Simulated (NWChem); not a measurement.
System: AlH2Cl; SMILES [AlH2][Cl]

Results from NWChem. Pople sets run with spherical d functions. Structure relaxed at the PBE-D3(BJ)/def2-SVP level.

Task: Taking TPSS/6-311++G** as the yardstick, which of these has the fewest basis functions while keeping “highest occupied level (eV)” within 0.2 eV of it: TPSS/6-31+G*; TPSS/3-21G; TPSS/6-311G**; TPSS/6-31G*; TPSS/STO-3G?

Result: TPSS/3-21G.
```json
[
 {"level": "TPSS/STO-3G", "basis functions": "20", "highest occupied level (eV)": "-4.55"},
 {"level": "TPSS/3-21G", "basis functions": "30", "highest occupied level (eV)": "-7.50"},
 {"level": "TPSS/6-31G*", "basis functions": "40", "highest occupied level (eV)": "-7.45"},
 {"level": "TPSS/6-31+G*", "basis functions": "48", "highest occupied level (eV)": "-7.53"},
 {"level": "TPSS/6-311G**", "basis functions": "64", "highest occupied level (eV)": "-7.54"},
 {"level": "TPSS/6-311++G**", "basis functions": "74", "highest occupied level (eV)": "-7.52"}
]
```

The yardstick is one finite set, not the basis-set limit.
